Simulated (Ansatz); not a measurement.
trans-CoF2(H2O)4 (CoO₄F₂H₈) was relaxed with r2SCAN-D4 (def2-SVP) in Ansatz in these states: charge +1 quintet, neutral quartet. The geometries follow in no particular order.

A:

```tsv
atom	x (Å)	y (Å)	z (Å)
Co1	0.001	-0.001	0.002
F2	1.941	-0.252	0.238
F3	-1.940	0.248	-0.236
O4	0.447	-2.091	-0.423
H5	0.229	-2.695	0.301
H6	1.343	-1.709	-0.193
O7	-0.449	2.091	0.419
H8	-1.344	1.706	0.192
H9	-0.233	2.689	-0.309
O10	-0.326	0.103	-2.119
H11	-1.263	0.114	-1.789
H12	-0.177	-0.809	-2.413
O13	0.327	-0.098	2.122
H14	0.180	0.815	2.414
H15	1.264	-0.112	1.793
```

B:

```tsv
atom	x (Å)	y (Å)	z (Å)
Co1	0.0001	0.0001	-0.0007
F2	0.4021	0.0204	-1.7148
F3	-0.4021	-0.0204	1.7136
O4	-2.0315	0.2607	-0.4747
H5	-2.6486	-0.1170	0.1728
H6	-2.2925	-0.0946	-1.3397
O7	2.0316	-0.2607	0.4740
H8	2.2915	0.0915	1.3406
H9	2.6492	0.1196	-0.1714
O10	0.2474	2.0862	0.0852
H11	-0.2810	2.5253	0.7713
H12	0.0573	2.5522	-0.7451
O13	-0.2470	-2.0861	-0.0863
H14	-0.0600	-2.5514	0.7452
H15	0.2837	-2.5258	-0.7701
```

Task: Judge from the bond lengths which geometry belongs to which state (an estimate).

Result: A is the neutral quartet (Co1–F2 1.971 Å, Co1–F3 1.971 Å, Co1–O7 2.180 Å); B is the charge +1 quintet (Co1–F2 1.761 Å, Co1–F3 1.761 Å, Co1–O7 2.102 Å).

The name describes the quartet; other states may take another shape.
